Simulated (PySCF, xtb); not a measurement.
Hf(OH)4 (H4HfO4), SMILES [OH][Hf]([OH])([OH])[OH], multiplicity 1. Other conformers were not sampled.

Harmonic wavenumbers (cm⁻¹) from GFN2-xTB in xtb 6.7.1 at its own minimum, in rising order: 71, 94, 108, 108, 151, 220, 245, 248, 310, 419, 457, 471, 471, 566, 572, 573, 573, 3546, 3548, 3550, 3553.

Q: What does PySCF with B3LYP-D3(BJ)/def2-SVP give at its own minimum? (An estimate is asked for; the answer gives what the named calculation found.)

A: 162, 162, 162, 163, 163, 163, 176, 176, 248, 248, 272, 272, 272, 682, 682, 682, 715, 4004, 4004, 4004, 4010. Paired by order, the mean absolute difference is 171 cm⁻¹ and the zero-point energies are 28.4 and 30.6 kcal/mol.
